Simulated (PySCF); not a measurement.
# Deuteron quadrupole couplings in `CC(C)C[P@](C)(=O)[O-]`

C5H12O2P (charge -1).
Structure used (GFN2-xTB), in Å, numbered top down from 1:
```
atom  x, y, z in Å
C1    -1.5724    1.2889   -0.3656
C2    -1.1459   -0.1728   -0.3495
C3    -2.2066   -1.0419    0.3295
C4     0.2092   -0.3080    0.3206
P5     1.5177    0.5053   -0.7577
C6     3.0240   -0.3269   -0.0214
O7     1.6014    1.9701   -0.4798
O8     1.3406    0.0510   -2.1675
H9    -1.7509    1.6468    0.6491
H10   -2.4828    1.4289   -0.9502
H11   -0.7698    1.8761   -0.8019
H12   -1.0222   -0.5032   -1.3872
H13   -3.1713   -0.9320   -0.1666
H14   -2.3229   -0.7487    1.3732
H15   -1.9232   -2.0932    0.2991
H16    0.2072    0.1568    1.3086
H17    0.4665   -1.3644    0.4338
H18    3.0093   -1.3986   -0.2017
H19    3.0986   -0.1298    1.0452
H20    3.8884    0.1062   -0.5229
```

Level: PBE0/pcSseg-1 (PySCF, non-relativistic); Q(2H) = 0.00286 b; rigid geometry, the same for H and D, with no vibrational averaging.

Question: Rank these positions by the coupling χzz of a deuteron there, largest first.
A. H19 (methyl hydrogen)
B. H12 (methine hydrogen)
C. H11 (methyl hydrogen)
D. H14 (methyl hydrogen)

Answer: A (220 kHz), D (212 kHz), C (200 kHz), B (194 kHz).

Q: Give the electric field gradient Vzz (the principal value of largest size), its asymmetry and the 2H coupling at each hydrogen.

A: 
| atom | bonded to | bond length (Å) | Vzz (au) | η | χzz (kHz) |
| --- | --- | --- | --- | --- | --- |
| H9 | C1 | 1.091 | 0.3157 | 0.03 | 212 |
| H10 | C1 | 1.091 | 0.3171 | 0.02 | 213 |
| H11 | C1 | 1.086 | 0.2977 | 0.05 | 200 |
| H12 | C2 | 1.096 | 0.2888 | 0.02 | 194 |
| H13 | C3 | 1.090 | 0.3164 | 0.01 | 213 |
| H14 | C3 | 1.090 | 0.3147 | 0.01 | 212 |
| H15 | C3 | 1.089 | 0.3175 | 0.01 | 213 |
| H16 | C4 | 1.092 | 0.3148 | 0.05 | 212 |
| H17 | C4 | 1.093 | 0.3122 | 0.03 | 210 |
| H18 | C6 | 1.087 | 0.3274 | 0.03 | 220 |
| H19 | C6 | 1.087 | 0.3269 | 0.02 | 220 |
| H20 | C6 | 1.089 | 0.3231 | 0.02 | 217 |

Q: How does χzz go with the bond length over the 12 C–H bonds?

A: A straight-line fit has a slope of -13.7 kHz for each 0.01 Å, with a correlation coefficient of -0.51, over lengths from 1.086 to 1.096 Å.

Q: Give the 2H NMR doublet splittings at H16 for a magnetic field along the z, y and x axes of the gradient: 3χ/2, 3χ(1 + η)/4, 3χ(1 − η)/4.

A: With |χ| = 211.6 kHz and η = 0.050: 317, 167 and 151 kHz, to first order and without motion.

Isolated species at its GFN2-xTB geometry (one conformer only). The pcSseg-1 basis has no diffuse functions, a weakness for an anion. GFN2-xTB bond lengths can be off by several hundredths of an ångström, more for odd bonds, and the gradients follow them. With a basis this small, the couplings can be 20 % off.
